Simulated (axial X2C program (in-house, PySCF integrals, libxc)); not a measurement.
Spin–orbit effects down a group: homonuclear dimers (ions), CCSD

Calculated with an in-house relativistic program for diatomic molecules, spin-free (one-electron X2C) or two-component (2c: spin–orbit coupling with atomic mean-field Coulomb and Gaunt terms, which also bring small scalar terms), in Dyall basis sets with cores contracted in-house; open shells are unrestricted.

Basis sets: O dyall-av3z, S dyall-av3z, Se dyall-acv3z. Frozen shells (counts by l): O₂⁻ O 1s, 13 electrons correlated; S₂⁻ S 2s1p, 13 electrons correlated; Se₂⁻ Se 3s2p1d, 13 electrons correlated. Coupled cluster in natural virtuals with an MP2 remainder. Where the outer core of a metal is frozen, bonds come out longer and ionisation energies lower.

```
molecule   spin-free state  Re (Å)  ωe (cm⁻¹)  De (eV)  2c state  Re 2c (Å)  ωe 2c (cm⁻¹)  De 2c (eV)
     O₂⁻  M_S = 1/2, Λ = 1   1.338     1187.8     3.74   Ω = 3/2      1.338        1187.6        3.75
     S₂⁻  M_S = 1/2, Λ = 1   2.019      587.3     3.56   Ω = 3/2      2.019         587.0        3.55
    Se₂⁻  M_S = 1/2, Λ = 1   2.288      322.7     3.02   Ω = 3/2      2.290         321.6        2.94
```

Task: Work out the shifts from the spin-free to the two-component result.

Result: 

| molecule | 2c state | ΔRe (Å) | Δωe (cm⁻¹) | ΔDe (eV) |
| --- | --- | --- | --- | --- |
| O₂⁻ | Ω = 3/2 | 0.000 | -0.2 | 0.01 |
| S₂⁻ | Ω = 3/2 | 0.000 | -0.3 | -0.01 |
| Se₂⁻ | Ω = 3/2 | 0.002 | -1.1 | -0.08 |

Shifts of one unit in the last digit are rounding.

Fragments in 2c: O- + O, S- + S, Se- + Se. Each entry is the lowest single determinant of a limited PBE0 search at one distance. De goes to single-determinant-based atoms at the same level (for ions the charge split of lowest energy) and is withheld (n/a) where an atom does not fit its ground term or J level. Main or longest-lived isotopes.
